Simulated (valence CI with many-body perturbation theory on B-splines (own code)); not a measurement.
Results of a calculation; reference values are marked as such.
P⁷⁺: magnetic and hyperfine properties of the levels

Method: valence CI with perturbative core correlation (CI+MBPT): six valence electrons over a frozen Dirac-Fock core [He], radial functions for each j: 9 s, 9 p, 8 d, 6 f, 3 g, 1 h, with the one-electron correlation potential Σ1, the two-electron term Σ2, the three-electron term Σ3, Breit, model QED; selected CI, second order for the rest, scaled by the run's own slope (own B-spline code, finite nucleus).

No measured spectrum was set against this ion. As an estimate, levels hold to about 100 cm⁻¹ or 0.05 % of their energy and the worst to 300 or 400 cm⁻¹, as in measured light ions of charge 2 to 7. Among the levels kept, up to 1200 cm⁻¹ of a level comes from second order outside the variational space, and about a tenth of that is noise between levels of different J, which matters for small intervals.

A/g_I is the dipole constant over the nuclear g factor μ/I (μ in nuclear magnetons, uniformly magnetised nucleus), B/Q the quadrupole constant per barn. Both hold the static response of the core; the bare values leave it out. Large factors of s and p1/2 electrons are usually good to 5 to 10 %; those of open d and f shells near neutrality can be off by tens of per cent, and small factors of p3/2, d and f electrons come from cancelling terms and can be off by a factor of two or in sign, in half-filled shells by more. B is blank for J = 1/2, where it vanishes, and for nearly pure S terms. Energies count from the lowest level. Levels with J = 0 are left out.

Names give the largest LS component (configuration and term), which can be under half, so a name can repeat, a term be missing and a line seem to break the LS rules; names also repeat where a configuration has a term twice. Letters in brackets count levels of one name in rising energy.

| Level | E (eV) | g | A/g_I (MHz) | A/g_I bare | B/Q (MHz/b) | B/Q bare |
| --- | --- | --- | --- | --- | --- | --- |
| 2s2 2p4 3P_2 | 0.00 | 1.498 | 4040 | 4610 | 6630 | 6690 |
| 2s2 2p4 3P_1 | 0.71 | 1.500 | -179 | 455 | -3330 | -3370 |
| 2s2 2p4 1D_2 | 6.50 | 1.001 | 7270 | 7270 | -13500 | -13600 |
| 2s 2p5 3P°_2 | 50.07 | 1.500 | 19100 | 18800 | -6620 | -6680 |
| 2s 2p5 3P°_1 | 50.71 | 1.500 | 22300 | 21900 | 3340 | 3370 |
| 2s 2p5 1P°_1 | 69.55 | 0.999 | 8130 | 8050 | -6600 | -6660 |
| 2s2 2p3 3s 5S°_2 | 178.19 | 2.000 | 3630 | 4420 |  |  |
| 2s2 2p3 3s 3S°_1 | 181.23 | 1.998 | -3300 | -1630 |  |  |
| 2s2 2p3 3s 3D°_1 | 188.36 | 0.510 | 2130 | 2050 | 1390 | 1410 |
| 2s2 2p3 3s 3D°_2 | 188.37 | 1.171 | 5610 | 5680 | 2890 | 2910 |
| 2s2 2p3 3s 3D°_3 | 188.41 | 1.333 | 8400 | 8500 | -151 | -152 |
| 2s2 2p3 3s 1D°_2 | 189.89 | 1.008 | 7430 | 7450 | -254 | -255 |
| 2s2 2p3 3p 5P_1 | 190.51 | 2.499 | -779 | 724 | 147 | 148 |
| 2s2 2p3 3p 5P_2 | 190.57 | 1.832 | 778 | 1610 | -1460 | -1470 |
| 2s2 2p3 3p 5P_3 | 190.67 | 1.667 | 509 | 1170 | 1470 | 1480 |
| 2s2 2p3 3p 3P_1 [a] | 193.34 | 1.500 | 1860 | 2530 | -938 | -945 |
| 2s2 2p3 3p 3P_2 [a] | 193.36 | 1.501 | 1140 | 1820 | 2010 | 2020 |
| 2s2 2p3 3s 3P°_1 | 193.43 | 1.493 | 11800 | 11800 | -1400 | -1410 |
| 2s2 2p3 3s 3P°_2 | 193.53 | 1.488 | 6550 | 6720 | -2830 | -2850 |
| 2s2 2p3 3s 1P°_1 | 195.00 | 0.996 | 6960 | 7000 | -45.3 | -46.9 |
| 2s2 2p3 3p 1P_1 [a] | 199.27 | 0.889 | 5590 | 5560 | 4280 | 4320 |
| 2s2 2p3 3p 3D_2 [a] | 199.84 | 1.156 | 4990 | 5110 | -2630 | -2650 |
| 2s2 2p3 3p 3D_1 [a] | 199.91 | 0.619 | 10600 | 10300 | -1220 | -1230 |
| 2s2 2p3 3p 3D_3 [a] | 199.99 | 1.324 | 5560 | 5780 | -5430 | -5470 |
| 2s2 2p3 3p 3F_2 | 200.76 | 0.684 | 4460 | 4270 | 2260 | 2270 |
| 2s2 2p3 3p 3F_3 | 200.84 | 1.093 | 4020 | 4130 | 2710 | 2730 |
| 2s2 2p3 3p 3F_4 | 200.94 | 1.250 | 4790 | 4960 | 1280 | 1290 |
| 2s2 2p3 3p 1F_3 | 201.38 | 1.005 | 5110 | 5100 | 1610 | 1620 |
| 2s2 2p3 3p 3P_1 [b] | 204.21 | 1.658 | 1400 | 1950 | 675 | 681 |
| 2s2 2p3 3p 3P_2 [b] | 204.48 | 1.497 | 5610 | 6000 | 354 | 357 |
| 2s2 2p3 3p 3S_1 | 205.13 | 1.836 | 383 | 1010 | 382 | 386 |
| 2s2 2p3 3p 3D_2 [b] | 205.73 | 1.121 | 4900 | 5110 | 3520 | 3550 |
| 2s2 2p3 3p 3D_1 [b] | 205.80 | 0.522 | 11100 | 10700 | 2160 | 2180 |

Problem. Take the isotope of mass number 31, with I = 1/2, μ = 1.13093 μN. What is the hyperfine structure of 2s2 2p3 3s 5S°_2?

Solution. From the table A = 8220 MHz. Shifts from the centre of gravity in MHz: F = 3/2: -12300, F = 5/2: 8220.
